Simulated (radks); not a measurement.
Results of a calculation; reference values are marked as such.
All-electron atom: Zn2+ in [Ar] 3d9.5 4s0.5 (fractional occupations, a model configuration). Code: a radial shooting solver on a logarithmic mesh with Libxc functionals. Model: Dirac Kohn-Sham, LDA (Slater exchange, Perdew-Wang correlation), spin-unpolarised, spherical densities, point nucleus; open shells are shared between the two j in proportion to 2j + 1.

X-ray form factor f0, the Fourier transform of the density (f0(0) = 28):

sin(theta)/lambda (1/angstrom),f0 (electrons)
0.05,27.695
0.1,26.836
0.15,25.556
0.2,24.012
0.25,22.340
0.3,20.637
0.4,17.386
0.5,14.561
0.6,12.264
0.8,9.153
1,7.446
1.25,6.273
1.5,5.463
2,4.053
